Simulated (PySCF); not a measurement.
PySCF 2.14 output of an unrestricted PBE0 calculation on a single atom or ion in x2c-TZVPPall (11s7p7d4f2g, 113 functions), with the spin-free X2C one-electron Hamiltonian (Gaussian nucleus):

```
SCF conv_tol = 1e-09
number electrons alpha = 34  beta = 27
    C. Adamo and V. Barone.,  J. Chem. Phys. 110, 6158 (1999)
    M. Ernzerhof and G. E. Scuseria.,  J. Chem. Phys. 110, 5029 (1999)
cycle= 1 E= -10426.0491089935  delta_E= -0.0185  |g|= 0.145  |ddm|= 0.237
cycle= 2 E= -10426.0458182477  delta_E= 0.00329  |g|= 0.219  |ddm|= 0.199
cycle= 3 E= -10426.0517262025  delta_E= -0.00591  |g|= 0.00573  |ddm|= 0.103
cycle= 4 E= -10426.0517298659  delta_E= -3.66e-06  |g|= 0.00199  |ddm|= 0.00415
cycle= 5 E= -10426.0517305941  delta_E= -7.28e-07  |g|= 0.000271  |ddm|= 0.00185
cycle= 6 E= -10426.0517306104  delta_E= -1.63e-08  |g|= 1.77e-05  |ddm|= 0.000234
cycle= 7 E= -10426.0517306111  delta_E= -7.06e-10  |g|= 3.06e-06  |ddm|= 6.82e-05
converged SCF energy = -10426.0517306111  <S^2> = 15.753417  2S+1 = 8.0008542
```

The run itself started from symmetry-adapted Hartree-Fock orbitals and held the occupation by maximum overlap, on a logarithmic radial grid, so the iterations belong to that start.

**Question.** Which element, charge and spin multiplicity is this?

**Answer.** Sm⁺ (samarium, charge +1), multiplicity 8; the state was [Xe] 4f6 5d1, one real determinant (an excited configuration).

⟨L²⟩ = 18.03 against 30 for a pure H term, so this real determinant mixes terms. Spin-orbit coupling, absent here, splits the open shell strongly.
